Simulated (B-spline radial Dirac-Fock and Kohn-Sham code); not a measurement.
# Br 3s: cross section and angular parameters

System: the Br atom in the configuration [Ar] 3d10 4s2 4p5; threshold 257.0 eV (tabulated edge). Level of theory: Dirac-Hartree-Slater photoionisation with a Latter tail; cross sections with all multipoles, angular parameters from the dipole term and its interference with E2; a radial B-spline solver.

For linearly polarised light dσ/dΩ = σ/(4π) [1 + β P₂(cos θ) + (δ + γ cos²θ) sin θ cos φ], with θ from the polarisation vector and φ the angle between the beam and the projection of the electron momentum on the plane normal to the polarisation.

```csv
hν (eV),σ (kb),β,γ
278,204,1.993,0.325
332,180,1.995,0.409
410,146,1.996,0.388
447,132,1.996,0.364
600,90.2,1.997,0.252
710,70.8,1.997,0.179
800,59.0,1.998,0.127
921,47.3,1.998,0.070
1000,41.5,1.998,0.040
1486.9,21.1,1.998,-0.063
1750,?,?,?
2260,9.74,1.998,-0.058
2370,8.90,1.998,-0.048
2930,5.88,1.998,0.019
4000,3.13,1.998,0.188
4930,2.02,1.998,0.349
5460,1.62,1.998,0.441
5640,1.51,1.998,0.473
7890,0.718,1.998,0.843
8047.8,0.686,1.998,0.867
10400,0.379,1.998,1.213
13400,0.207,1.997,1.607
```

Problem. Give the values at 1750 eV.

Solution. σ = 15.7 kb, β = 1.998, γ = -0.077. For an s subshell δ is negligible.

Values without a named source are computed, but for edge energies of neutral atoms, which are taken from tables.
